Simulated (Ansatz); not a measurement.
The same path of C2H8AlN (12 atoms, charge 0, multiplicity 1) was run 3 times with different band settings. The coordinate that changes most is the height of N4 over the plane of its neighbours.

The calculation used RHF/STO-3G in Ansatz.

Relaxed end points:

```xyz
12
Properties=species:S:1:pos:R:3
C -1.165 1.040 0.072
C 0.170 0.785 0.806
Al 1.171 -0.723 0.207
N 0.550 -1.690 -1.067
H -1.840 0.194 0.172
H -1.680 1.914 0.464
H -1.008 1.206 -0.991
H 0.776 1.683 0.722
H -0.044 0.685 1.866
H 2.467 -1.099 0.797
H -0.327 -1.541 -1.557
H 1.006 -2.510 -1.456
```

```xyz
12
Properties=species:S:1:pos:R:3
C -1.063 1.350 0.063
C -0.005 0.545 0.854
Al 1.149 -0.497 -0.249
N 0.622 -2.060 -0.723
H -1.710 0.696 -0.515
H -1.700 1.934 0.724
H -0.597 2.046 -0.631
H 0.567 1.247 1.453
H -0.533 -0.088 1.562
H 2.463 -0.032 -0.726
H 1.141 -2.703 -1.314
H -0.259 -2.494 -0.464
```

Common settings: movable images 7; climbing image yes; spring 5.0 eV/Å²; optimiser quadratic models (default); start path through a guess of the saddle point; iteration limit 60.

| run | force threshold | end points |
| --- | --- | --- |
| 1 | 0.05 eV/Å | relaxed |
| 2 | 0.05 eV/Å | as typed, not relaxed |
| 3 | 0.2 eV/Å | relaxed |

(1) What does each run give, and how far can it be trusted?

## Answers

(1) Run 1: converged after 13 iterations, highest image 0.491 eV above the first end. A vibrational analysis at the climbing image gives one clearly imaginary mode, 362i cm⁻¹: a first-order saddle point.
Run 2: not converged after 60 iterations, highest image 0.000 eV above the first end. The band didn't meet its force threshold, so its energies are provisional: the largest band force was still 3.98 eV/Å, and over the last iterations the top stayed at 0.00 eV. The end points aren't both relaxed to the band's threshold either. Inner images lie below an end point, which means an intermediate or an end that isn't the lowest structure nearby.
Run 3: converged after 8 iterations, highest image 0.492 eV above the first end. The threshold of 0.2 eV/Å is loose, so the images may lie well off the minimum-energy path. Another band between the same ends (7 images) ends at a top of the same energy, where a vibrational analysis finds 1 clearly imaginary mode.
Limits of this set-up: minimal basis.
